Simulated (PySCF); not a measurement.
Dipole moment and polarisability of `[SiH3]n1ncc(Cl)n1`

Species: C2H4ClN3Si.
Cartesian coordinates in Å at the GFN2-xTB level; atoms count from 1:
```xyz
11
C2H4ClN3Si angstrom
Si    -2.0670    0.0008   -0.1805
N     -0.2987   -0.0361   -0.1390
N      0.4092   -1.1434   -0.0072
C      1.6680   -0.7656    0.0451
C      1.6844    0.6401   -0.0612
Cl     3.0195    1.6815   -0.0569
N      0.4373    1.0614   -0.1737
H     -2.5208    0.3241    1.1709
H     -2.3890    1.0479   -1.1417
H     -2.4147   -1.3525   -0.5915
H      2.4773   -1.4556    0.1496
```

Level: CAM-B3LYP/def2-SVPD (PySCF), static field, nuclei fixed, core orbitals frozen in the response. The polarisability tensor in these axes (au):

```
x   107.44   8.83   1.59
y     8.83  79.18  -1.13
z     1.59  -1.13  57.78
```

Problem. Give the principal values, the mean and the anisotropy Δα = √{½[(α1 − α2)² + (α2 − α3)² + (α1 − α3)²]}.

Solution. Principal values 57.62, 76.78 and 110.00 au; mean 81.47 au = 12.07 Å³ = 13.43 × 10⁻⁴⁰ C²·m²/J; Δα = 45.90 au (56 % of the mean).

Problem. What is the dipole moment, and where does it point?

Solution. (-1.44, -0.83, 0.00) D, 1.66 D in size, pointing from the negative to the positive side. Measured along this direction, the outermost atoms are Cl6 at the negative end and H10 at the positive end.

Problem. Form Σ f/ω² (atomic units) for the 8 lowest TDDFT singlets, given as eV and f, and set it beside the mean polarisability, which is this sum over all singlets: 6.21, 0.0151; 6.24, 0.2244; 7.02, 0.0006; 7.09, 0.0107; 7.23, 0.0010; 7.37, 0.0003; 7.75, 0.0839; 7.78, 0.1575.

Solution. They add up to 7.71 au, 9.5 % of the 81.47 au; the largest single term is 4.27 au, from the state at 6.24 eV. Terms in order: 0.29, 4.27, 0.01, 0.16, 0.01, 0.00, 1.03, 1.93 au. Higher excitations give the rest. The strengths listed sum to 0.493.

Problem. What molar refraction does this α imply?

Solution. Lorentz–Lorenz: R = (4π/3)N_A α = 2.5225 cm³/(mol·Å³) × 12.07 Å³ = 30.5 cm³/mol, in the limit of long wavelengths.

Problem. Along which axes do the principal values lie, and how far do the nuclei extend along each?

Solution. Largest value along (0.96, 0.27, 0.02), where the nuclei span 6.07 Å; middle along (-0.27, 0.96, -0.08), 3.83 Å; least along (-0.04, 0.07, 1.00), 2.26 Å. The response follows the extents in order.

Problem. Find the Langevin capture rate constant for H3O+ (19.018 u) meeting this molecule (132.986 u), k = 2.342 × 10⁻⁹ cm³/s × √(α in Å³ / reduced mass in u).

Solution. The reduced mass is 16.64 u, so k = 1.99 × 10⁻⁹ cm³/s. The formula leaves out the permanent dipole, which adds to the capture rate.

Problem. Traceless (Buckingham) quadrupole moment about the centre of nuclear charge: eigenvalues?

Solution. -8.68, -2.74, 11.41 D·Å. The values depend on the origin, since the dipole doesn't vanish. The electronic extent ⟨r²⟩ about the same centre is 1265 bohr², a root-mean-square distance of 2.28 Å for the 68 electrons.

Isolated species at its GFN2-xTB geometry, gas phase.

These values come from a run that also computed excited states. The run took 61 s of wall time on an x86-64 server with one thread (shared host).
